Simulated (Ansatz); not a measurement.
Several settings on one geometry of Pb₂O₅H₆, a hydroxylated oxide cluster (that of the charge 0 singlet, r2SCAN-D4/def2-SVP). Ansatz on 4 threads of Arm Neoverse V2 on a shared host; times are rough.

| atom | x (Å) | y (Å) | z (Å) |
| --- | --- | --- | --- |
| Pb1 | 1.050 | 0.283 | -1.370 |
| Pb2 | -0.508 | -1.081 | 1.285 |
| O3 | -2.827 | -0.208 | 0.318 |
| O4 | -0.836 | -1.470 | -0.907 |
| O5 | 1.635 | -1.068 | 0.377 |
| O6 | -0.421 | 0.988 | 0.322 |
| O7 | 2.123 | 1.552 | 0.130 |
| H8 | -2.467 | -0.700 | -0.454 |
| H9 | -2.350 | 0.641 | 0.232 |
| H10 | -0.625 | -2.362 | -1.218 |
| H11 | 2.205 | -0.388 | 0.794 |
| H12 | 0.324 | 1.545 | 0.660 |
| H13 | 2.697 | 2.269 | -0.169 |

Totals from different functionals, basis sets or treatments of relativity can't be compared as stabilities.

In the def2 sets Pb takes a core potential; there is no spin–orbit coupling. LC-ωPBE has ω = 0.4 bohr⁻¹. B3LYP takes the VWN-RPA correlation. Correlated methods freeze 13 core orbitals; core or outer-core shells of Pb are correlated, in sets that lack core-valence functions.

The spins typed aren't always the lowest for that charge.

(1) Give the basis size and estimate the energy, ⟨S²⟩, dipole and time of these runs.

```tsv
run	method	charge	state	further keys
1	RKS r2SCAN/def2-SVPD	0	singlet	scf: {lower_state_search: light}; forces asked
2	RKS B3LYP-D4/def2-SVPD	0	singlet	scf: {omitted_lower_state_checks: [starts]}; forces asked
3	ROKS LC-ωPBE/def2-SVPD	1	doublet	final_grid: {core_spheres: 20, valence_spheres: 16, degree: 47}; scf: {omitted_lower_state_checks: [starts]}; forces asked
4	RKS PBE0-DH/def2-SVP	0	singlet	scf: {omitted_lower_state_checks: [starts]}; forces asked
5	RKS B3LYP5/def2-mTZVP	0	singlet	forces asked
```

Results:

(1) 
| run | functions | energy (Eh) | ⟨S²⟩ | dipole (D) | wall time |
| --- | --- | --- | --- | --- | --- |
| 1 | 227 | -765.3818 | – | 1.74 | 11 s |
| 2 | 227 | -765.5411 | – | 1.82 | 11 s |
| 3 | 227 | -764.8723 | – | – | 61 s |
| 4 | 152 | -764.6072 | – | 1.76 | 14 s |
| 5 | 210 | -765.5819 | – | 1.76 | 8 s |
